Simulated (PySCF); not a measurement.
**Two-component Hartree-Fock for Er⁺ (erbium, charge +1)**

Start: [Xe] 4f12 6s1; 4f5/2 filled at m_j = -3/2, -1/2, +1/2, +3/2, +5/2; 4f7/2 filled at m_j = -5/2, -3/2, -1/2, +1/2, +3/2, +5/2, +7/2; 6s1/2 filled at m_j = +1/2. Calculated with PySCF 2.14 in x2c-SVPall-2c with one added diffuse shell each of s, p, d, f type (8s11p10d4f1g, 128 functions): generalised Hartree-Fock with the X2C-1e Hamiltonian and a Gaussian nucleus; spin-orbit coupling (SO) screened by Boettger's factors. This is a chosen level, not necessarily the ground level.

```tsv
spinor shell	electrons	ε, screened SO (eV)	weight of nominal j (screened SO)	rms radius, screened SO (bohr)
1s1/2	2	-57766.6	1.000	0.0231
2s1/2	2	-9836.2	1.000	0.0935
2p1/2	2	-9351.5	1.000	0.0798
2p3/2	4	-8428.9	1.000	0.0866
3s1/2	2	-2262.6	1.000	0.240
3p1/2	2	-2049.8	1.000	0.231
3p3/2	4	-1851.6	1.000	0.245
3d3/2	4	-1491.6	1.000	0.218
3d5/2	6	-1448.0	1.000	0.222
4s1/2	2	-477.49	1.000	0.541
4p1/2	2	-391.47	0.998	0.554
4p3/2	4	-345.39	0.999	0.586
4d3/2	4	-203.80	0.980	0.625
4d5/2	6	-192.44	0.987	0.637
5s1/2	2	-69.309	1.000	1.35
5p1/2	2	-43.362	0.989	1.54
5p3/2	4	-37.291	0.995	1.66
4f7/2	7	-19.423	0.792	0.920
4f5/2	5	-20.683	0.891	0.900
6s1/2	1	-11.051	1.000	4.09
```

```tsv
quantity	screened SO
E (hartree)	-13086.83936
M_J	13/2
⟨J²⟩	48.766
⟨L²⟩	30.181
⟨S²⟩	3.828
```

Each row is a mean over spinors that exchange with the open shell spreads, by up to 12.978 eV (4d5/2).

Rows whose weight is well below 1 are mixtures of j = l ± 1/2: exchange outweighs spin-orbit coupling there, and the label is only the starting occupation.

Breit and QED terms are absent; they matter most for the inner s and p1/2 levels.

Densities and radii are taken from the X2C orbitals without a picture-change correction, which distorts them close to the nucleus.
